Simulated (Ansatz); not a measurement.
Nudged elastic band run: C$_{2}$H$_{10}$AlN

The input (input.yaml):

```yaml
crystal:
  periodic: [false, false, false]
  atoms:
    - { symbol: Al, position_ang: [0.035654, 0.134274, -0.460357] }
    - { symbol: "N", position_ang: [1.440939, -0.271405, 0.59183] }
    - { symbol: C, position_ang: [-0.78064, -1.328678, -1.502304] }
    - { symbol: C, position_ang: [-0.574135, 2.012486, -0.480546] }
    - { symbol: H, position_ang: [0.570479, -0.941949, 2.972013] }
    - { symbol: H, position_ang: [0.436303, -1.144297, 3.686434] }
    - { symbol: H, position_ang: [1.962699, 0.397105, 1.158508] }
    - { symbol: H, position_ang: [1.872224, -1.193282, 0.657714] }
    - { symbol: H, position_ang: [-1.846537, -1.458839, -1.240659] }
    - { symbol: H, position_ang: [-0.750073, -1.11733, -2.58676] }
    - { symbol: H, position_ang: [-0.280303, -2.299085, -1.340726] }
    - { symbol: H, position_ang: [0.139517, 2.663885, -1.016398] }
    - { symbol: H, position_ang: [-1.552496, 2.12395, -0.978654] }
    - { symbol: H, position_ang: [-0.673733, 2.423067, 0.539704] }
basis:
  gaussian: { orbitals: "6-31G*" }
hamiltonian:
  xc: pbe
  dispersion: d4
neb:
  order_check: false
  images: 5
  f_tol: 0.05
  max_iterations: 60
  initial_path: linear
  final_atoms:
    - { symbol: Al, position_ang: [-0.54997504, -0.09540447, 0.36441146] }
    - { symbol: "N", position_ang: [1.48620565, -0.34477992, 0.89235805] }
    - { symbol: C, position_ang: [-0.70063161, -1.41388392, -1.12467182] }
    - { symbol: C, position_ang: [-0.5661822, 1.85040617, -0.07363392] }
    - { symbol: H, position_ang: [1.56668623, -0.65075557, 1.86887587] }
    - { symbol: H, position_ang: [-1.19356367, -0.53366594, 1.79563964] }
    - { symbol: H, position_ang: [2.01218793, 0.53195906, 0.79598857] }
    - { symbol: H, position_ang: [1.94590446, -1.05114054, 0.30560039] }
    - { symbol: H, position_ang: [-1.74482943, -1.48586166, -1.48593407] }
    - { symbol: H, position_ang: [-0.08798146, -1.14848664, -2.00871028] }
    - { symbol: H, position_ang: [-0.41469771, -2.44105642, -0.82257664] }
    - { symbol: H, position_ang: [0.09027367, 2.10728009, -0.92766487] }
    - { symbol: H, position_ang: [-1.58087532, 2.18683918, -0.35829067] }
    - { symbol: H, position_ang: [-0.26262351, 2.48845258, 0.77840728] }
```

Launched with:

```bash
$ ansatz run input.yaml --threads 2 --pin off --max-ram 3072MiB --backend cpu --events-out ev --progress --plain --runs-dir out
```

Output, in part (warnings, iteration lines, the closing report on the highest movable image, with atoms numbered from 0):

```
NEB end point (image 0): max|allowed force component| = 2.241e-2 eV/Å (the criterion of neb.relax_end_points is 1.000e-2)
NEB end point (image 6): max|allowed force component| = 2.853e-2 eV/Å (the criterion of neb.relax_end_points is 1.000e-2)
NEB iter   1: max|band force component| = 4.974e0 eV/Å  barrier→ = 3.2851 eV  barrier← = 3.6757 eV  Δτ_max = 0.2000 Å  (188 SCF iters)
NEB iter   2: max|band force component| = 2.648e0 eV/Å  barrier→ = 1.9392 eV  barrier← = 2.3298 eV  Δτ_max = 0.2000 Å  (137 SCF iters)
NEB iter   3: max|band force component| = 3.892e0 eV/Å  barrier→ = 1.0845 eV  barrier← = 1.4751 eV  Δτ_max = 0.1007 Å  (139 SCF iters)
NEB iter   4: max|band force component| = 1.195e0 eV/Å  barrier→ = 0.8617 eV  barrier← = 1.2523 eV  Δτ_max = 0.2000 Å  (135 SCF iters)
NEB iter   5: max|band force component| = 7.593e-1 eV/Å  barrier→ = 0.6479 eV  barrier← = 1.0385 eV  Δτ_max = 0.2000 Å  (134 SCF iters)
NEB iter   6: max|band force component| = 1.217e0 eV/Å  barrier→ = 0.7555 eV  barrier← = 1.1461 eV  Δτ_max = 0.1018 Å  (137 SCF iters)
NEB iter   7: max|band force component| = 6.464e-1 eV/Å  barrier→ = 0.7764 eV  barrier← = 1.1670 eV  Δτ_max = 0.1032 Å  (133 SCF iters)
NEB iter   8: max|band force component| = 5.237e-1 eV/Å  barrier→ = 0.8189 eV  barrier← = 1.2095 eV  CI = image 4  Δτ_max = 0.0999 Å  (132 SCF iters)
NEB iter   9: max|band force component| = 4.036e-1 eV/Å  barrier→ = 0.7749 eV  barrier← = 1.1655 eV  CI = image 4  Δτ_max = 0.0950 Å  (133 SCF iters)
NEB iter  10: max|band force component| = 1.822e-1 eV/Å  barrier→ = 0.7533 eV  barrier← = 1.1440 eV  CI = image 4  Δτ_max = 0.0802 Å  (132 SCF iters)
NEB iter  11: max|band force component| = 1.156e-1 eV/Å  barrier→ = 0.7475 eV  barrier← = 1.1381 eV  CI = image 4  Δτ_max = 0.1156 Å  (131 SCF iters)
NEB iter  12: max|band force component| = 6.646e-2 eV/Å  barrier→ = 0.7463 eV  barrier← = 1.1369 eV  CI = image 4  Δτ_max = 0.0865 Å  (136 SCF iters)
NEB iter  13: max|band force component| = 2.478e-1 eV/Å  barrier→ = 0.7457 eV  barrier← = 1.1364 eV  CI = image 4  Δτ_max = 0.0433 Å  (133 SCF iters)
NEB iter  14: max|band force component| = 3.077e-2 eV/Å  barrier→ = 0.7452 eV  barrier← = 1.1359 eV  CI = image 4  Δτ_max = 0.0000 Å  (270 SCF iters)
Total energy: -10314.45011895 eV, -379.0490504860 hartree
Atom 0 at    -0.114752    -0.012922     0.029652 Å, force     0.000026     0.001158    -0.004244 eV/Å
Atom 1 at     1.696956    -0.226446     0.675673 Å, force     0.006384    -0.002259     0.011153 eV/Å
Atom 2 at    -0.700690    -1.447727    -1.186984 Å, force     0.001517     0.000979    -0.004349 eV/Å
Atom 3 at    -0.737173     1.856852     0.025399 Å, force     0.005151    -0.003671    -0.002221 eV/Å
Atom 4 at     0.670825    -0.581386     1.607132 Å, force     0.001163    -0.006111    -0.004037 eV/Å
Atom 5 at    -0.323392    -0.662330     1.782003 Å, force    -0.001527     0.005632    -0.000724 eV/Å
Atom 6 at     2.275876     0.565921     0.965251 Å, force    -0.001097     0.000368    -0.001742 eV/Å
Atom 7 at     2.294002    -1.006898     0.390390 Å, force    -0.001448     0.002176     0.000415 eV/Å
Atom 8 at    -1.801152    -1.540015    -1.217499 Å, force    -0.001742    -0.002020     0.001888 eV/Å
Atom 9 at    -0.368149    -1.252114    -2.223997 Å, force    -0.000487     0.000902     0.002681 eV/Å
Atom 10 at    -0.299117    -2.435698    -0.898360 Å, force    -0.001420     0.001446    -0.001373 eV/Å
Atom 11 at    -0.329501     2.408206    -0.843122 Å, force    -0.003992    -0.002130     0.002056 eV/Å
Atom 12 at    -1.837568     1.929145    -0.038378 Å, force    -0.002133     0.000613     0.004265 eV/Å
Atom 13 at    -0.426268     2.405315     0.932639 Å, force    -0.000395     0.002917    -0.003768 eV/Å
Dipole moment:     0.400585     0.012685    -0.018635 e Å
```

It converged. A structure lower than the first end lies on the path between it and the top, so the climb from that side starts below the end, which may itself be a saddle point or a shallow side well. Another band between the same ends (5 images) ends at a top of the same energy, where a vibrational analysis finds 1 clearly imaginary mode. The orbitals stay closed-shell, which can raise the energy where a bond breaks towards radicals; this wasn't checked here.

Final band (atoms are numbered from 1 in the order of the input):

```csv
image,path coordinate (Å),energy (eV),H5–H6 (Å),Al1–H6 (Å),N2–H5 (Å)
0,0.00,0.00,0.75,4.36,2.62
1,1.19,-0.01,0.75,4.24,2.64
2,2.38,0.01,0.75,3.70,2.72
3,3.57,0.06,0.76,2.89,2.51
4,4.76,0.75,1.01,1.88,1.43
5,5.62,-0.23,2.04,1.65,1.03
6,6.48,-0.39,2.76,1.63,1.03
```

Run time: 73 s on 2 threads of AMD EPYC 9R14 (Zen 4), on a shared host, peak memory 0.17 GiB.
